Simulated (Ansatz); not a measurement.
Stepwise reaction of `[OH][GeH]([OH])[Cl]` with methanol, as a gas-phase model of exchange steps in deposition or etching. ΔE in kJ/mol.

Computed with Ansatz on PBE0-D4/def2-TZVP structures; ΔE is electronic, products minus reactants. CCSD(T)/CBS adds triple-zeta CCSD(T) − MP2 to the extrapolated MP2 energy (def2 sets, frozen cores). This one scheme is used for every species. Functionals use def2-TZVPP. B3LYP here is the variant with VWN-RPA as its local correlation; programs differ in this. For Ge outer-core shells are correlated without core-valence functions, which leaves a few kJ/mol of doubt a bond. Scalar relativity is left out up to krypton. One conformer a species, not always the lowest.

```csv
step,reaction,PBE-D4,B3LYP-D4,ωB97M-V,CCSD(T)/CBS
1,`[OH][GeH]([OH])[Cl]` + CH₃OH → `C[O][GeH]([OH])[Cl]` + H₂O,0.3,-1.4,0.2,-4.2
2,`C[O][GeH]([OH])[Cl]` + CH₃OH → `C[O][GeH]([Cl])[O]C` + H₂O,-1.4,-3.3,-1.7,-5.9
```

**Question.** By hand: ΔE of the 2 steps together at CCSD(T)/CBS.

**Answer.** (-4.2) + (-5.9) = -10.1 kJ/mol, or -5.1 kJ/mol a step.

In ΔE the steps differ by no more than 1.7 kJ/mol. PBE-D4 differs from CCSD(T)/CBS by 4.5 to 4.5 kJ/mol a step. Isolated molecules leave out the surface, adducts and barriers. Largest T1 diagnostic: 0.011.
